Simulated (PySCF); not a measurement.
trichloroethylene cation (C₂HCl₃), SMILES ClC=C(Cl)Cl (connectivity only; charge and spin as stated), charge +1, multiplicity 2.

Geometry optimised at B3LYP-D3(BJ)/def2-SVP. The spin state was assumed, not searched.

Level of theory: TDA-PBE/def2-SVPD in PySCF.

Vertical excitations. Isolated molecule, no solvent.

| state | energy (eV) | λ (nm) | f | main pairs |
|---|---|---|---|---|
| root 1 | 1.82 | 680 | 0.000 | β HOMO→LUMO 100 % |
| root 2 | 2.22 | 558 | 0.000 | β HOMO−1→LUMO 100 % |
| root 3 | 2.62 | 474 | 0.000 | β HOMO−3→LUMO 100 % |
| root 4 | 2.88 | 431 | 0.035 | β HOMO−2→LUMO 94 % |
| root 5 | 3.64 | 340 | 0.028 | α HOMO→LUMO 20 %, β HOMO−4→LUMO 76 % |
| root 6 | 4.65 | 267 | 0.282 | α HOMO→LUMO 66 %, β HOMO−4→LUMO 17 %, β HOMO−5→LUMO 8 % |
| root 7 | 4.93 | 251 | 0.000 | α HOMO−1→LUMO 99 % |
| root 8 | 5.21 | 238 | 0.078 | α HOMO−5→LUMO 9 %, α HOMO→LUMO 7 %, β HOMO−5→LUMO 78 % |
| root 9 | 5.23 | 237 | 0.000 | α HOMO−2→LUMO 10 %, β HOMO−6→LUMO 89 % |
| root 10 | 5.34 | 232 | 0.000 | α HOMO−2→LUMO 87 %, β HOMO−6→LUMO 11 % |
Unrestricted roots are not spin-pure.
